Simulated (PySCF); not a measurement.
Spectrum to structure. Computed with TDDFT PBE0/def2-SVPD, vertical, gas phase, core orbitals frozen in the response (PySCF 2.14.0, density-fitted response routines). Geometries: GFN2-xTB, one conformer each.

| state | λ (nm) | f |
| --- | --- | --- |
| S1 | 204.7 | 0.0069 |
| S2 | 201.4 | 0.029 |
| S3 | 197.7 | 0.0011 |
| S4 | 190.7 | 0.021 |
| S5 | 184.5 | 0.0019 |
| S6 | 177.0 | 0.0012 |
| S7 | 174.2 | 0.018 |
| S8 | 173.4 | 0.012 |

Triplets computed (Tamm–Dancoff): 4.96, 5.44, 5.45 eV.

**Question.** Which candidate is it?
A. `C[C@@H](C#N)[SiH]([SiH3])[SiH3]`
B. `CCN(C)P[SiH3]`
C. `C#C[Si@@H](N)C[SiH2][SiH3]`

**Answer.** C. Its S1 lies at 6.06 eV; the nearest of the others has S1 at 6.50 eV. S1 is HOMO-1→LUMO (43%), HOMO→LUMO (25%). Löwdin shares by element: HOMO nitrogen 60%, carbon 19% or more, silicon 6% or more; LUMO carbon 37% or more, silicon 25% or more (atoms not listed hold the other 38%). At the same level the other candidates give, for their lowest levels:
- `CCN(C)P[SiH3]`: 278 nm (f 0.002); 229 nm (f 0.007); 218 nm (f 0.028); 211 nm (f 0.209); 206 nm (f 0.010); T1 3.95 eV; HOMO -6.12, LUMO -0.28 eV
- `C[C@@H](C#N)[SiH]([SiH3])[SiH3]`: 191 nm (f 0.020); 188 nm (f 0.012); 186 nm (f 0.042); 182 nm (f 0.209); 174 nm (f 0.010); T1 5.66 eV; HOMO -8.42, LUMO -0.81 eV

The values belong to the conformer `[CH:1]#[C:2][Si@@H:3]([NH2:4])[CH2:5][SiH2:6][SiH3:7]`: C2–Si3–C5–Si6 70°, Si3–C5–Si6–Si7 68°, H–N4–Si3–C2 -63°, H–N4–Si3–C2 75°.
